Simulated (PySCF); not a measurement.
**KF: energy against distance**

Set-up: PySCF, no relativity, basis sets K aug-pcseg-1, F aug-pcseg-1. Energies in eV from K + F in their ground configurations at the same level. State: ¹Σ⁺ (singlet), closed shell.

All columns are M06-L. A positive dipole means K(−)F(+).

```
R (Å)  E (eV)   μ (D)  Mulliken charge on K (basis-dependent)  HOMO (eV)  LUMO (eV)  Mayer bond order  ⟨S²⟩
1.877  -4.922   -6.57                                    0.77      -5.15      -0.77              0.33  0.00
1.964  -5.291   -7.15                                    0.80      -5.08      -0.88              0.27  0.00
2.051  -5.493   -7.70                                    0.82      -4.97      -0.98              0.23  0.00
2.116  -5.562   -8.09                                    0.83      -4.88      -1.06              0.21  0.00
2.182  -5.582   -8.47                                    0.84      -4.76      -1.14              0.19  0.00
2.248  -5.563   -8.83                                    0.85      -4.59      -1.22              0.18  0.00
2.335  -5.495   -9.31                                    0.86      -4.39      -1.31              0.16  0.00
2.444  -5.364   -9.90                                    0.87      -4.17      -1.42              0.15  0.00
2.575  -5.168  -10.58                                    0.88      -3.92      -1.55              0.15  0.00
2.749  -4.880  -11.47                                    0.89      -3.64      -1.70              0.17  0.00
```

A fit through these points gives, at Re = 2.179 Å, μ = -8.45 D and dμ/dR = -5.71 D/Å; the reduced mass is 12.77 u.

Question: How strong is the fundamental in the double-harmonic approximation, I = 42.26·(dμ/dR)²/μred km/mol?

Answer: I = 42.26·(-5.71)²/12.77 = 108 km/mol at M06-L.
